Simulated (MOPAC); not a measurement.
Input file for MOPAC: PM7 on C4H10O (SMILES CCC(C)O).

```
PM7 1SCF PRECISE CHARGE=0 THREADS=1
C4H10O

C      2.01674663 1    -0.11698702 1    -0.13017299 1
C      0.60206325 1    -0.67632237 1    -0.02018332 1
C     -0.48015261 1     0.39011760 1    -0.10553373 1
C     -1.88232999 1    -0.20182732 1    -0.08228087 1
O     -0.28004119 1     1.27507581 1     1.00301303 1
H      2.21006776 1     0.60289744 1     0.66450032 1
H      2.75944537 1    -0.91352338 1    -0.05918423 1
H      2.16356961 1     0.39126980 1    -1.08661601 1
H      0.48017741 1    -1.20604342 1     0.92960480 1
H      0.42439008 1    -1.40567875 1    -0.81558890 1
H     -0.34304266 1     0.95082124 1    -1.04190063 1
H     -2.03743876 1    -0.77135783 1     0.83612023 1
H     -2.64048875 1     0.58431113 1    -0.12929143 1
H     -2.03973693 1    -0.86542408 1    -0.93517195 1
H     -0.95322921 1     1.96267115 1     0.97268568 1
```

Program output:

```
*******************************************************************************
 **                                                                           **
 **                              MOPAC v23.2.5                                **
 **                                                                           **
 *******************************************************************************
 ** MOPAC's Digital Object Identifier: https://doi.org/10.5281/zenodo.6511958 **
 **                                                                           **
 ** Please cite the open-source release paper for use of this MOPAC version:  **
 ** J. E. Moussa and J. J. P. Stewart (2026)                                  **
 ** MOPAC: An open-source semiempirical molecular orbital program             **
 ** J. Open Source Softw., 11(119), 8025, https://doi.org/10.21105/joss.08025 **
 *******************************************************************************

                              PM7 CALCULATION RESULTS

 *******************************************************************************
 *  PM7        - The PM7 Hamiltonian to be used
 *
 *
 *
 *                 CHARGE ON SYSTEM = 0
 *
 *
 *
 *  PRECISE    - TIGHTER CRITERIA TO BE USED
 *  1SCF       - DO 1 SCF AND THEN STOP
 *  THREADS=1  - MULTI-THREADING NOT USED
 *  T=         - A TIME OF 172800.0 SECONDS REQUESTED
 *  DUMP=N     - RESTART FILE WRITTEN EVERY 7200.0 SECONDS REQUESTED
 *******************************************************************************
PM7 1SCF PRECISE CHARGE=0 THREADS=1
 C4H10O

   ATOM   CHEMICAL          X               Y               Z
  NUMBER   SYMBOL      (ANGSTROMS)     (ANGSTROMS)     (ANGSTROMS)

     1       C          2.01674663  *  -0.11698702  *  -0.13017299  *
     2       C          0.60206325  *  -0.67632237  *  -0.02018332  *
     3       C         -0.48015261  *   0.39011760  *  -0.10553373  *
     4       C         -1.88232999  *  -0.20182732  *  -0.08228087  *
     5       O         -0.28004119  *   1.27507581  *   1.00301303  *
     6       H          2.21006776  *   0.60289744  *   0.66450032  *
     7       H          2.75944537  *  -0.91352338  *  -0.05918423  *
     8       H          2.16356961  *   0.39126980  *  -1.08661601  *
     9       H          0.48017741  *  -1.20604342  *   0.92960480  *
    10       H          0.42439008  *  -1.40567875  *  -0.81558890  *
    11       H         -0.34304266  *   0.95082124  *  -1.04190063  *
    12       H         -2.03743876  *  -0.77135783  *   0.83612023  *
    13       H         -2.64048875  *   0.58431113  *  -0.12929143  *
    14       H         -2.03973693  *  -0.86542408  *  -0.93517195  *
    15       H         -0.95322921  *   1.96267115  *   0.97268568  *



          CARTESIAN COORDINATES

    NO.       ATOM           X           Y           Z

     1         C          2.0167     -0.1170     -0.1302
     2         C          0.6021     -0.6763     -0.0202
     3         C         -0.4802      0.3901     -0.1055
     4         C         -1.8823     -0.2018     -0.0823
     5         O         -0.2800      1.2751      1.0030
     6         H          2.2101      0.6029      0.6645
     7         H          2.7594     -0.9135     -0.0592
     8         H          2.1636      0.3913     -1.0866
     9         H          0.4802     -1.2060      0.9296
    10         H          0.4244     -1.4057     -0.8156
    11         H         -0.3430      0.9508     -1.0419
    12         H         -2.0374     -0.7714      0.8361
    13         H         -2.6405      0.5843     -0.1293
    14         H         -2.0397     -0.8654     -0.9352
    15         H         -0.9532      1.9627      0.9727

 General Reference for PM7:
 "Optimization of Parameters for Semiempirical Methods VI: More Modifications to the
 NDDO Approximations and Re-optimization of Parameters", J. J. P. Stewart, J. Mol. Mod., 1:32, 19 (2013)
 https://link.springer.com/article/10.1007/s00894-012-1667-x

           Empirical Formula: C4 H10 O  =    15 atoms



      MOLECULAR POINT GROUP   :   C1


      RHF CALCULATION, NO. OF DOUBLY OCCUPIED LEVELS = 16


 -------------------------------------------------------------------------------
 PM7 1SCF PRECISE CHARGE=0 THREADS=1
 C4H10O



     1SCF WAS SPECIFIED, SO BFGS WAS NOT USED
     SCF FIELD WAS ACHIEVED


                              PM7 CALCULATION
                                                       MOPAC v23.2.5 Linux




          FINAL HEAT OF FORMATION =        -68.30613 KCAL/MOL =    -285.79285 KJ/MOL


          COSMO AREA              =        124.46 SQUARE ANGSTROMS
          COSMO VOLUME            =        112.24 CUBIC ANGSTROMS

          IONIZATION POTENTIAL    =         10.499032 EV
          HOMO LUMO ENERGIES (EV) =        -10.499  3.019
          NO. OF FILLED LEVELS    =         16
          MOLECULAR WEIGHT        =         74.1224         POINT GROUP:  C1

          MOLECULAR DIMENSIONS (Angstroms)

            Atom       Atom       Distance
            H    13    H     7     5.60426
            H    15    H    14     3.56642
            H    12    H     8     2.86281


          SCF CALCULATIONS        =          1





   ATOM   CHEMICAL          X               Y               Z
  NUMBER   SYMBOL      (ANGSTROMS)     (ANGSTROMS)     (ANGSTROMS)

     1       C          2.01674663  *  -0.11698702  *  -0.13017299  *
     2       C          0.60206325  *  -0.67632237  *  -0.02018332  *
     3       C         -0.48015261  *   0.39011760  *  -0.10553373  *
     4       C         -1.88232999  *  -0.20182732  *  -0.08228087  *
     5       O         -0.28004119  *   1.27507581  *   1.00301303  *
     6       H          2.21006776  *   0.60289744  *   0.66450032  *
     7       H          2.75944537  *  -0.91352338  *  -0.05918423  *
     8       H          2.16356961  *   0.39126980  *  -1.08661601  *
     9       H          0.48017741  *  -1.20604342  *   0.92960480  *
    10       H          0.42439008  *  -1.40567875  *  -0.81558890  *
    11       H         -0.34304266  *   0.95082124  *  -1.04190063  *
    12       H         -2.03743876  *  -0.77135783  *   0.83612023  *
    13       H         -2.64048875  *   0.58431113  *  -0.12929143  *
    14       H         -2.03973693  *  -0.86542408  *  -0.93517195  *
    15       H         -0.95322921  *   1.96267115  *   0.97268568  *

                             CARTESIAN COORDINATES

   1    C        2.016746630    -0.116987020    -0.130172990
   2    C        0.602063250    -0.676322370    -0.020183320
   3    C       -0.480152610     0.390117600    -0.105533730
   4    C       -1.882329990    -0.201827320    -0.082280870
   5    O       -0.280041190     1.275075810     1.003013030
   6    H        2.210067760     0.602897440     0.664500320
   7    H        2.759445370    -0.913523380    -0.059184230
   8    H        2.163569610     0.391269800    -1.086616010
   9    H        0.480177410    -1.206043420     0.929604800
  10    H        0.424390080    -1.405678750    -0.815588900
  11    H       -0.343042660     0.950821240    -1.041900630
  12    H       -2.037438760    -0.771357830     0.836120230
  13    H       -2.640488750     0.584311130    -0.129291430
  14    H       -2.039736930    -0.865424080    -0.935171950
  15    H       -0.953229210     1.962671150     0.972685680


           Empirical Formula: C4 H10 O  =    15 atoms



      MOLECULAR POINT GROUP   :   C1


                  EIGENVALUES
 -29.95837 -27.68973 -25.72042 -21.90711 -19.86202 -17.60898 -15.55572 -15.07037
 -14.56720 -14.12969 -13.27424 -12.63037 -12.44834 -11.78309 -11.44258 -10.49903
   3.01888   3.89265   4.14883   4.65337   5.49061   5.51877   5.68193   5.88813
   6.02112   6.21689   6.26730   6.70983   6.80212   7.24462


              NET ATOMIC CHARGES AND DIPOLE CONTRIBUTIONS

  ATOM NO.   TYPE          CHARGE      No. of ELECS.   s-Pop       p-Pop
    1          C          -0.426904        4.4269     1.04859     3.37831
    2          C          -0.284633        4.2846     1.05414     3.23049
    3          C           0.167509        3.8325     1.07550     2.75699
    4          C          -0.509114        4.5091     1.06046     3.44865
    5          O          -0.550457        6.5505     1.85244     4.69802
    6          H           0.160310        0.8397     0.83969
    7          H           0.138868        0.8611     0.86113
    8          H           0.138770        0.8612     0.86123
    9          H           0.151614        0.8484     0.84839
   10          H           0.136800        0.8632     0.86320
   11          H           0.107150        0.8929     0.89285
   12          H           0.163085        0.8369     0.83691
   13          H           0.148857        0.8511     0.85114
   14          H           0.154258        0.8457     0.84574
   15          H           0.303885        0.6961     0.69611
 DIPOLE           X         Y         Z       TOTAL
 POINT-CHG.    -0.952    -0.559    -1.599     1.943
 HYBRID        -0.305     0.264     0.182     0.442
 SUM           -1.257    -0.296    -1.417     1.917


          ATOMIC ORBITAL ELECTRON POPULATIONS

     Atom    s        px        py        pz
    1  C   1.04859   1.04194   1.15733   1.17904
    2  C   1.05414   0.99794   1.06589   1.16665
    3  C   1.07550   0.93617   0.92227   0.89855
    4  C   1.06046   1.08937   1.17117   1.18812
    5  O   1.85244   1.62436   1.51323   1.56044
    6  H   0.83969
    7  H   0.86113
    8  H   0.86123
    9  H   0.84839
   10  H   0.86320
   11  H   0.89285
   12  H   0.83691
   13  H   0.85114
   14  H   0.84574
   15  H   0.69611

 **********************
 *                    *
 * JOB ENDED NORMALLY *
 *                    *
 **********************




 == MOPAC DONE ==
```

The run finished.

Cost: around 0.020 core-seconds (rough).
